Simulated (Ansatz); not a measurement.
C2HClF2Ge, SMILES `C#[C][Ge]([F])([F])[Cl]` at its PBE0-D4/def2-TZVP geometry, where that method's forces vanish. Total charge 0; spin multiplicity 1.

| atom | x (Å) | y (Å) | z (Å) |
| --- | --- | --- | --- |
| C1 | 1.164 | 0.652 | -1.574 |
| C2 | 0.485 | 0.300 | -0.646 |
| Ge3 | -0.567 | -0.271 | 0.784 |
| F4 | -2.042 | 0.593 | 0.819 |
| F5 | 0.204 | 0.083 | 2.268 |
| Cl6 | -1.009 | -2.327 | 0.746 |
| H7 | 1.766 | 0.969 | -2.396 |

Question: For each bond, give half the difference of the two atoms' forces along it (eV/Å; positive pushes the atoms apart) under PBE-D4, r2SCAN-D4, B3LYP-D4, ωB97M-V in def2-TZVPP. (An estimate is asked.)

Answer: The calculation gave: 
```
   bond  length (Å)  PBE-D4  r2SCAN-D4  B3LYP-D4  ωB97M-V
  C1–C2       1.202    0.92       0.40     -0.04    -0.25
  C1–H7       1.067   -0.37      -0.23     -0.10     0.04
 C2–Ge3       1.866   -0.66      -0.25     -0.04     0.16
 Ge3–F4       1.709    0.55       0.05      0.24     0.06
 Ge3–F5       1.709    0.55       0.05      0.24     0.06
Ge3–Cl6       2.103    0.14       0.05      0.18    -0.03
```

B3LYP here is the variant with VWN-RPA as its local correlation; programs differ in this.

Results of the Gaussian-basis code of Ansatz.
